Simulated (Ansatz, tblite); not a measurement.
Removing an electron: TiF2Cl2 (TiCl₂F₂). Total charge 0; singlet. Geometry: B3LYP-D4/def2-SVP. Ansatz, gas phase; energy differences of separate SCF runs; the oxidised species was run as a doublet alone.

```xyz
5

Ti    0.037   -0.058   -0.067
F     0.811    0.456   -1.524
F     0.035   -1.786   -0.016
Cl   -2.015    0.670   -0.040
Cl    1.133    0.717    1.648
```

The xTB rows come from tblite.

```
            level  −HOMO (eV)  vertical IE (eV)  −LUMO (eV)  HOMO–LUMO gap (eV)
         GFN1-xTB       13.79             16.48       10.79                2.99
 PBE-D4/def2-TZVP        8.44             11.57        4.43                4.01
PBE0-D4/def2-TZVP        9.87             12.00        3.63                6.24
```

Q: Estimate the rows for GFN2-xTB, r2SCAN-D4/def2-TZVP.

A: 
```csv
level,−HOMO (eV),vertical IE (eV),−LUMO (eV),HOMO–LUMO gap (eV)
GFN2-xTB,12.70,15.64,9.59,3.11
r2SCAN-D4/def2-TZVP,8.84,11.83,4.46,4.38
```

Relaxing the oxidised species (B3LYP-D4/def2-SVP) changes its energy by -0.34 eV at PBE-D4/def2-TZVP, so the adiabatic ionisation energy to this nearest minimum is 11.23 eV. At PBE0-D4/def2-TZVP it is 11.52 eV.    Raw xTB energy differences between charge states are shifted by several eV; the methods need an empirical correction for them.
